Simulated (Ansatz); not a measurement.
Ansatz (a first-principles code) input:

Ansatz 0.2 input:
```yaml
crystal:
  periodic: [false, false, false]
  atoms:
    - {symbol: Si, position_ang: [-0.02113666, -0.35177225, -0.08713389]}
    - {symbol: Cl, position_ang: [0.01003046, 1.24208377, -1.40733697]}
    - {symbol: Cl, position_ang: [-0.07291499, 0.44949154, 1.82094743]}
    - {symbol: C, position_ang: [-1.54859361, -1.31412013, -0.36319430]}
    - {symbol: C, position_ang: [1.52990028, -1.34418387, -0.28987956]}
    - {symbol: H, position_ang: [-2.53330159, -0.86779898, -0.29375189]}
    - {symbol: H, position_ang: [-1.53136727, -2.37072013, -0.60514448]}
    - {symbol: H, position_ang: [1.59019601, -1.74874737, -1.30198514]}
    - {symbol: H, position_ang: [1.54386915, -2.17258789, 0.42096340]}
    - {symbol: H, position_ang: [2.40771417, -0.72229065, -0.11314216]}
basis:
  gaussian:
    orbitals: def2-TZVPD
hamiltonian:
  xc: {name: wB97M-V}
magnetization: {spin_polarized: true, initial_magnetization: 1}
output: {forces: true}
```

Q: Which total energy does the run end on?

A: -1289.14656 Eh (wB97M-V/def2-TZVPD). The basis has 254 functions.

It need not be the lowest isomer of its formula.
